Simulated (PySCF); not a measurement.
**Two-component Hartree-Fock for Sb⁺ (antimony, charge +1)**

Start: [Kr] 4d10 5s2 5p2; 5p1/2 filled at m_j = -1/2, +1/2. Calculated with PySCF 2.14 in x2c-TZVPall-2c with one added diffuse shell each of s, p, d, f type (9s10p6d3f, 90 functions): generalised Hartree-Fock with the X2C-1e Hamiltonian and a Gaussian nucleus; one run each with spin-orbit coupling (SO) switched off, then screened by Boettger's factors.

```
spinor shell  electrons  ε, spin-free (eV)  ε, screened SO (eV)  weight of nominal j (screened SO)  rms radius, screened SO (bohr)
       1s1/2          2           -30652.9             -30649.7                              1.000                          0.0325
       2s1/2          2            -4767.0              -4766.0                              1.000                           0.133
       2p1/2          2            -4273.4              -4448.1                              1.000                           0.115
       2p3/2          4            -4273.4              -4193.7                              1.000                           0.120
       3s1/2          2            -982.29              -981.87                              1.000                           0.352
       3p1/2          2            -817.45              -850.60                              1.000                           0.345
       3p3/2          4            -817.45              -802.01                              1.000                           0.356
       3d3/2          4            -566.53              -572.14                              1.000                           0.329
       3d5/2          6            -566.53              -562.26                              1.000                           0.332
       4s1/2          2            -184.95              -184.69                              1.000                           0.843
       4p1/2          2            -132.02              -138.21                              1.000                           0.892
       4p3/2          4            -132.02              -128.87                              1.000                           0.923
       4d3/2          4            -52.677              -53.349                              1.000                            1.11
       4d5/2          6            -52.677              -51.862                              1.000                            1.11
       5s1/2          2            -24.514              -24.415                              1.000                            2.36
       5p1/2          2            -16.317              -15.742                              1.000                            2.85
```

| quantity | spin-free | screened SO |
| --- | --- | --- |
| E (hartree) | -6476.84359 | -6478.50208 |
| M_J | 0 | 0 |
| ⟨J²⟩ | 2.010 | 0.000 |
| ⟨L²⟩ | 2.007 | 1.351 |
| ⟨S²⟩ | 2.003 | 1.351 |

Breit and QED terms are absent; they matter most for the inner s and p1/2 levels.

Densities and radii are taken from the X2C orbitals without a picture-change correction, which distorts them close to the nucleus.

Without spin-orbit coupling the j labels of p, d and f shells carry no meaning; the spin-free column gives the mean over the occupied spinors of each nl shell.
